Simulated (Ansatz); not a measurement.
Ga₆As₆H₁₈⁻, a cluster cut from wurtzite GaAs (hydrogen-capped). Total charge -1; doublet. Geometry PBE-D4/def2-SVP, that of the neutral singlet; atoms count from 1.

```xyz
30

As    0.521    2.836   -0.407
Ga    2.447    1.290    0.064
Ga   -0.252    1.047    3.116
As    1.665   -0.076    1.936
As    2.162   -0.203   -1.939
Ga    1.676   -2.515    1.317
Ga   -1.846    1.995   -0.522
As   -2.049    0.535    1.430
As   -1.533    0.402   -2.442
Ga    0.061   -1.538   -2.298
Ga   -2.661   -1.802    0.728
As   -0.399   -2.522   -0.107
H     0.559    3.939    0.641
H     0.830    3.702   -1.627
H     3.827    2.051    0.032
H     0.013    2.611    3.057
H    -0.565    0.249    4.439
H     2.862    0.099    2.871
H     2.521    0.558   -3.214
H     3.329   -1.180   -1.949
H     2.908   -2.748    0.344
H     1.397   -3.367    2.615
H    -2.858    3.148   -0.881
H    -3.330    1.116    2.028
H    -1.293    1.181   -3.735
H    -2.902   -0.161   -2.793
H     0.111   -2.352   -3.647
H    -3.010   -2.640    2.019
H    -3.609   -1.679   -0.539
H    -0.581   -3.977   -0.536
```

Single mean-field runs in def2-TZVP are fitted with def2-universal-jkfit. The highest occupied level of the charge -1 doublet lies above zero (up to 0.71 eV). By energy differences its removal costs 0.48 eV (vertical, to the charge 0 singlet, at PBE0-D4/def2-TZVP); self-interaction error and the lack of diffuse functions both raise the level.

Problem. Estimate the Mulliken populations of the heavy atoms from the PBE0/def2-TZVP orbitals of Ansatz.

Solution. 
| atom | charge (e) | spin (α − β) |
| --- | --- | --- |
| As1 | -0.25 | 0.12 |
| Ga2 | 0.31 | 0.00 |
| Ga3 | 0.19 | 0.01 |
| As4 | -0.34 | 0.02 |
| As5 | -0.25 | 0.12 |
| Ga6 | 0.19 | 0.01 |
| Ga7 | 0.31 | 0.00 |
| As8 | -0.34 | 0.02 |
| As9 | -0.25 | 0.12 |
| Ga10 | 0.31 | 0.00 |
| Ga11 | 0.19 | 0.01 |
| As12 | -0.34 | 0.02 |
Mulliken values and Mayer orders depend strongly on the basis.

Problem. Where does the spin sit?

Solution. Summed by element: As 0.42, Ga 0.03, H 0.55, of 1 unpaired in all. Largest on single atoms: H13 0.18, H26 0.18, H20 0.18.

Problem. And the Mayer bond orders between bonded heavy atoms (over 0.3)?

Solution. As1–Ga2 0.73 (2.51 Å); As1–Ga7 0.73 (2.51 Å); Ga2–As4 0.83 (2.45 Å); Ga2–As5 0.73 (2.51 Å); Ga3–As4 0.70 (2.52 Å); Ga3–As8 0.70 (2.52 Å); As4–Ga6 0.70 (2.52 Å); As5–Ga10 0.73 (2.51 Å); Ga6–As12 0.70 (2.52 Å); Ga7–As8 0.82 (2.45 Å); Ga7–As9 0.73 (2.51 Å); As8–Ga11 0.70 (2.52 Å); As9–Ga10 0.73 (2.51 Å); Ga10–As12 0.83 (2.45 Å); Ga11–As12 0.70 (2.52 Å).
